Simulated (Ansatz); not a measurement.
```yaml
crystal:
  periodic: [false, false, false]
  atoms:
    - {symbol: B, position_ang: [-0.295379, 0.720340, 0.801561]}
    - {symbol: C, position_ang: [0.997319, 0.559839, 0.028262]}
    - {symbol: F, position_ang: [1.544101, 1.492966, -0.837658]}
    - {symbol: C, position_ang: [0.112061, -0.779549, -0.782144]}
    - {symbol: O, position_ang: [-1.424031, -0.067186, -0.151521]}
    - {symbol: H, position_ang: [-0.876896, 1.516341, 1.013494]}
    - {symbol: H, position_ang: [-0.253610, 0.011507, 1.902179]}
    - {symbol: H, position_ang: [1.797418, -0.088550, 0.719004]}
    - {symbol: H, position_ang: [-0.022958, -0.760372, -1.624761]}
    - {symbol: H, position_ang: [0.390653, -1.410317, -0.260227]}
    - {symbol: H, position_ang: [-1.874503, -1.030317, 0.244768]}
basis:
  gaussian: {orbitals: cc-pVTZ-DK}
magnetization: {spin_polarized: true, initial_magnetization: 1}
hamiltonian: {xc: {name: B97}}
accuracy: high
output: {forces: true}
```

```sh
$ ansatz run in.yaml --threads 4 --pin off --events-out ev --progress --plain --max-ram 10444MiB
```

Shortened log:

```
Error: a molecule whose nuclei and cores have a total charge of 40 cannot have a net charge of 0 together with 1 unpaired electrons
```

In this input the number of unpaired electrons doesn't fit the electron count. The program refused the input.
